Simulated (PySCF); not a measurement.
## How methods differ on the excitation energy of Mo²⁺

Mo²⁺ [Kr] 4d4 (5D) → Mo²⁺ [Kr] 4d3 5p1 (high-spin determinant), as a difference of total energies. Computed with PySCF 2.14 in x2c-TZVPPall (8s6p6d2f1g, 79 functions), with the spin-free X2C one-electron Hamiltonian (Gaussian nucleus). Correlated levels: valence: [Kr] frozen; valence and next inner shell: [Ar] 3d10 frozen. The calculations carry no spin-orbit coupling.

```
                                method  excitation energy (eV)
                                   UHF                   9.190
                                   PBE                   9.289
                                  PBE0                   9.441
                                r2SCAN                   9.354
                                M06-2X                   9.498
                               LC-wPBE                   9.671
                                B2PLYP                   9.345
                         MP2 (valence)                   9.439
                     SCS-MP2 (valence)                   9.273
    MP2 (valence and next inner shell)                   9.615
SCS-MP2 (valence and next inner shell)                   9.481
```

Question: Estimate what LDA gives.

Answer: 9.376 eV, closest to r2SCAN among the rows shown.

Question: Estimate what wB97X gives.

Answer: 9.629 eV, closest to MP2 (valence and next inner shell) among the rows shown.

A first-order spin-orbit estimate (lowest level to lowest level, LS coupling) adds -0.150 eV.

The basis was made for the ground configuration and has no added diffuse functions, so the excitation energy can come out too high.

The determinant of the upper state mixes LS terms, which raises its energy above the lowest term, most at the Hartree-Fock and MP2 levels.
